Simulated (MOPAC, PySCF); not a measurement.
C3H2, SMILES `[C]=C=C`, neutral singlet in the gas phase. 

Cartesian coordinates (Å):
```xyz
5

C      2.0278     0.0366    -0.1956
C      0.7577     0.0155    -0.0251
C     -0.5493    -0.0060     0.1512
H     -1.1509     0.8964     0.0625
H     -1.0764    -0.9270     0.3921
```
Charge 0, spin multiplicity 1.

All levels are single points at this geometry (PBE0-D3(BJ)/def2-TZVP); Pople sets use spherical d functions. Orbital energies aren't observables, and empty levels follow the basis.

| level | HOMO (eV) | LUMO (eV) | gap (eV) | dipole (D) | vertical IE, Delta-SCF (eV) |
|---|---|---|---|---|---|
| PBE-D3(BJ)/def2-TZVP in PySCF | -6.64 | -5.04 | 1.60 | 4.39 | – |
| PBE0-D3(BJ)/def2-TZVP in PySCF | -7.95 | -4.01 | 3.94 | 4.37 | – |
| B3LYP/3-21G in PySCF | -7.36 | -3.79 | 3.57 | 4.08 | – |
| BP86/6-31G* in PySCF | -6.26 | -4.71 | 1.55 | 4.08 | – |
| PBE/6-31G* in PySCF | -6.12 | -4.63 | 1.49 | 4.08 | 10.15 |
| SVWN5/6-31G* in PySCF | -6.10 | -4.85 | 1.24 | 4.16 | 10.32 |
| HF/6-31G* in PySCF | -10.38 | 0.56 | 10.95 | 4.06 | – |
| AM1 in MOPAC | -10.22 | -1.38 | 8.84 | 3.38 | – |
| PM3 in MOPAC | -10.16 | -1.69 | 8.47 | 3.44 | – |
